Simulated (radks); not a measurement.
Values are calculated unless marked as measured or tabulated.
Q: Excited configurations of Ar III: one electron is placed in a higher orbital outside [Ne] 3s2 3p3. The ground configuration is [Ne] 3s2 3p4. Code: a radial shooting solver on a logarithmic mesh with Libxc functionals. Model: scalar-relativistic Kohn-Sham, r2SCAN, spin-polarised, spherical densities, finite nucleus; open shells are filled with parallel spins first; meta-GGA in the generalised Kohn-Sham scheme; Fermi nuclear charge, rms radius 3.4274 fm. Excitation = E - E(ground); binding = E(ion) - E, where the ion is the core of charge +3; n* = 3/sqrt(2 binding) in atomic units, and the quantum defect is n - n*.

outer orbital  excitation (eV)  binding (eV)     n*  quantum defect  eigenvalue (eV)  <r> (bohr)
3d                      17.528        22.606  2.327           0.673          -16.960       1.847
4p                      25.009        15.126  2.845           1.155          -12.979       3.860
4d                      29.769        10.366  3.437           0.563           -8.622       5.028
4f                      32.461         7.673  3.995           0.005           -6.164       5.837
5p                      31.836         8.299  3.841           1.159           -7.199       7.212
5d                      33.883         6.251  4.426           0.574           -5.334       8.956
6s                      34.143         5.991  4.521           1.479           -5.227       10.38
7d                      37.127         3.008  6.381           0.619           -2.618       19.77

Estimate the row for 7p.

A: excitation (eV) 36.496; binding (eV) 3.639; n* 5.801; quantum defect 1.199; eigenvalue (eV) -3.179; <r> (bohr) 16.87. The Delta-SCF ionisation energy is 40.135 eV (NIST Atomic Spectra Database: 40.74 eV, semi-empirical). Self-interaction in the functional shifts the binding energies and quantum defects, so they are the method's values and not measured ones. Open shells are spherical and high-spin; term and fine-structure splittings are not resolved.
